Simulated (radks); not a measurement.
Neutral argon inside a hard spherical wall (all orbitals vanish at R), configuration held at [Ar] and not refilled when levels cross. Method: non-relativistic Kohn-Sham, PBEsol, spin-polarised, spherical densities, point nucleus; computed with a radial shooting solver on a logarithmic mesh with Libxc functionals. Eigenvalues in eV for spin up, with the zero of energy where the potential of the charges vanishes at infinity; a dash marks a level that is unbound or too diffuse for the functional's potential to be trusted. A positive occupied level is held by the wall or, in an anion where self-interaction has pushed it up, behind a barrier. The pressure on the wall is -dE/dV.

R (bohr)  E (hartree)  kinetic (hartree)    e(2s)    e(2p)    e(3s)    e(3p)  e(4s, empty)  e(4p, empty)  pressure (GPa)
free       -526.60663            525.913  -294.19  -229.54  -23.975  -10.249             -             -               0
15         -526.60663            525.913  -294.19  -229.54  -23.975  -10.249             -             -        < 0.0001
12         -526.60663            525.913  -294.19  -229.54  -23.975  -10.249        -0.029         1.250        < 0.0001
10         -526.60662            525.913  -294.19  -229.54  -23.974  -10.249         0.230         1.845        0.000117
7          -526.60608            525.919  -294.15  -229.49  -23.940  -10.215         1.805         4.594          0.0455
3          -525.85122            529.672  -281.78  -216.94  -15.356   -0.626        46.506        56.645             394
2          -520.26057            548.661  -245.00  -179.15   17.783   36.014        172.99        183.20            8530
